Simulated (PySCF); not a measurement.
C₅H₈Si, SMILES C#C[C@@H]1C[C@@H]1[SiH3].

The structure is a stationary point at ωB97X-D3(BJ)/def2-SVP. The structure was generated by enumeration; whether it is a known compound was not checked.

Two levels are set side by side: TDA-PBE/def2-SVPD (PySCF) and TDA-CAM-B3LYP/def2-SVPD (PySCF). Vertical, same geometry. The lowest singlet is HOMO→LUMO 99 % with PBE and HOMO→LUMO 31 %, HOMO→LUMO+1 22 %, HOMO→LUMO+6 18 %, HOMO→LUMO+8 5 % with the other functional; states are paired by order. Differences are taken from unrounded values.

```tsv
quantity	TDA-PBE
lowest singlet excitation (eV)	5.82
lowest triplet excitation (TDA) (eV)	5.16
```

### Question
These are the TDA-PBE values. What does TDA-CAM-B3LYP give? (An estimate is asked for; the answer gives what the named calculation found.)

### Answer

| quantity | TDA-CAM-B3LYP | TDA-PBE minus TDA-CAM-B3LYP |
|---|---|---|
| lowest singlet excitation (eV) | 6.19 | -0.37 |
| lowest triplet excitation (TDA) (eV) | 5.23 | -0.07 |

Functionals without exact exchange tend to place singlet excitations lower, as here. Differences between two approximate levels are no errors against the true value.

Rough cost on one machine, each run with all the roots and properties that it gave: TDA-CAM-B3LYP against TDA-PBE about 5 times.
